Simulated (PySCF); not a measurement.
**Dipole moment and polarisability of `N#Cc1ccccn1`**

Species: C6H4N2.
Cartesian coordinates in Å at the GFN2-xTB level; atoms count from 1:
```xyz
12
C6H4N2 angstrom
N      3.5962   -0.5971   -0.1414
C      2.4562   -0.4939   -0.1058
C      1.0464   -0.3075   -0.0566
C      0.5346    0.9836    0.0926
C     -0.8410    1.1349    0.1377
C     -1.6419    0.0080    0.0344
C     -1.0265   -1.2293   -0.1140
N      0.2795   -1.3900   -0.1584
H      1.2016    1.8285    0.1694
H     -1.2794    2.1156    0.2511
H     -2.7172    0.0842    0.0674
H     -1.6073   -2.1376   -0.2025
```

Level: wB97X-D/def2-SVPD (PySCF), static field, nuclei fixed, core orbitals frozen in the response. The polarisability tensor in these axes (au):

```
x   111.38  -3.02  -1.70
y    -3.02  76.51   3.40
z    -1.70   3.40  46.03
```

Q: What are the eigenvalues, a third of the trace, and Δα (Δα² = ½Σ(αi − αj)² over the three pairs)?

A: Principal values 45.62, 76.60 and 111.70 au; mean 77.97 au = 11.55 Å³ = 12.86 × 10⁻⁴⁰ C²·m²/J; Δα = 57.26 au (73 % of the mean).

Q: What is the dipole moment, and where does it point?

A: (-5.25, 2.59, 0.39) D, 5.87 D in size, pointing from the negative to the positive side. Measured along this direction, the outermost atoms are N1 at the negative end and H11 at the positive end.

Q: Give the eigenvalues of the traceless quadrupole moment Θ = ½Σq(3rr − r²1), origin at the centre of nuclear charge.

A: -8.47, 0.61, 7.86 D·Å. The values depend on the origin, since the dipole doesn't vanish. The electronic extent ⟨r²⟩ about the same centre is 871 bohr², a root-mean-square distance of 2.13 Å for the 54 electrons.

Q: Find the Langevin capture rate constant for O2+ (31.990 u) meeting this molecule (104.037 u), k = 2.342 × 10⁻⁹ cm³/s × √(α in Å³ / reduced mass in u).

A: The reduced mass is 24.47 u, so k = 1.61 × 10⁻⁹ cm³/s. The formula leaves out the permanent dipole, which adds to the capture rate.

Q: In a dilute gas of rigid molecules at 500 K, how does the orientational term μ²/3kT compare with the electronic polarisability?

A: In Gaussian units μ²/3kT = 166.21 Å³ against 11.55 Å³, a ratio of 14.38; the Debye molar polarisation (4π/3)N_A(α + μ²/3kT) is 448.4 cm³/mol, leaving out the vibrational part.

Q: What would n − 1 = 2πNα be for an ideal gas of these molecules at 400 K and 1 atm, electronic part alone?

A: N = p/kT = 1.8347 × 10¹⁹ cm⁻³, so n − 1 = 2π × N × 11.55 × 10⁻²⁴ cm³ = 1332 × 10⁻⁶ at long wavelengths.

Q: Give the principal axes and the span of the nuclei along them.

A: Largest value along (1.00, -0.09, -0.03), where the nuclei span 6.35 Å; middle along (0.09, 0.99, 0.11), 4.29 Å; least along (0.02, -0.11, 0.99), 0.01 Å. The response follows the extents in order.

Isolated species at its GFN2-xTB geometry, gas phase.

These values come from a run that also computed excited states. Hardware: one thread, Arm Neoverse V1, shared host. Cost: 36 s.
